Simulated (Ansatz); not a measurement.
Geometry optimisation, RKS PBE-D4/STO-3G (Ansatz 0.2.0).

The input (input.yaml):

```yaml
crystal:
  periodic: [false, false, false]
  atoms:
    - { symbol: F, position_ang: [0.8813, -1.7121, 2.1393] }
    - { symbol: C, position_ang: [0.6559, -0.324, 1.8689] }
    - { symbol: Si, position_ang: [1.1621, 0.0534, 0.1019] }
    - { symbol: C, position_ang: [2.48316, 1.29819, 0.01234] }
    - { symbol: Si, position_ang: [4.15426, 0.40239, 0.32534] }
    - { symbol: Al, position_ang: [3.29224, -1.70123, -0.2201] }
    - { symbol: O, position_ang: [1.5335, -1.40145, -0.74407] }
    - { symbol: H, position_ang: [-0.3712, -0.0391, 1.993] }
    - { symbol: H, position_ang: [1.2793, 0.2893, 2.6182] }
    - { symbol: H, position_ang: [-0.05298, 0.64281, -0.55118] }
    - { symbol: H, position_ang: [2.57004, 1.76508, -0.92348] }
    - { symbol: H, position_ang: [2.37488, 2.06456, 0.83464] }
    - { symbol: H, position_ang: [4.59765, 0.40693, 1.75472] }
    - { symbol: H, position_ang: [5.21463, 0.8387, -0.55306] }
    - { symbol: H, position_ang: [3.54267, -2.81321, 0.88575] }
basis:
  gaussian: { orbitals: STO-3G }
hamiltonian:
  xc: pbe
  dispersion: d4
relax:
  f_tol: 0.015
  max_steps: 40
```

Run as:

```bash
$ ansatz run input.yaml --threads 1 --pin off --max-ram 2048MiB --backend cpu --events-out ev --progress --plain --runs-dir out
```

Problem. Where does it end, and by what steps?

Solution. The forces met the threshold. Limits of this set-up: minimal basis. After 13 steps the energy has fallen by 2.572 eV; F1 moved furthest, 0.91 Å. Joined: F1–Al6.

| step | energy less start (eV) | largest force component (eV/Å) | accepted |
| --- | --- | --- | --- |
| 0 | 0.0000 | 3.547 | yes |
| 1 | -0.9860 | 1.582 | yes |
| 2 | -1.2878 | 0.616 | yes |
| 3 | -1.4795 | 0.672 | yes |
| 4 | -1.7162 | 0.695 | yes |
| 5 | -2.0871 | 0.746 | yes |
| 6 | -2.4326 | 0.820 | yes |
| 7 | -2.3261 | 2.485 | no |
| 8 | -2.5555 | 0.190 | yes |
| 9 | -2.5671 | 0.087 | yes |
| 10 | -2.5706 | 0.036 | yes |
| 11 | -2.5715 | 0.019 | yes |
| 12 | -2.5719 | 0.016 | yes |
| 13 | -2.5720 | 0.014 | yes |

```xyz
15
Properties=species:S:1:pos:R:3
F 1.746 -1.485 1.948
C 0.849 -0.309 1.788
Si 1.068 0.219 -0.075
C 2.550 1.402 -0.028
Si 4.003 0.284 0.548
Al 2.846 -1.718 0.380
O 1.515 -1.305 -0.703
H -0.168 -0.672 2.070
H 1.186 0.428 2.556
H -0.201 0.711 -0.606
H 2.734 1.825 -1.029
H 2.362 2.249 0.652
H 4.405 0.768 1.868
H 5.149 0.535 -0.320
H 3.272 -3.160 0.492
```

The run took 74 s on 1 thread of Arm Neoverse V2, on a shared host, peak memory 0.19 GiB.
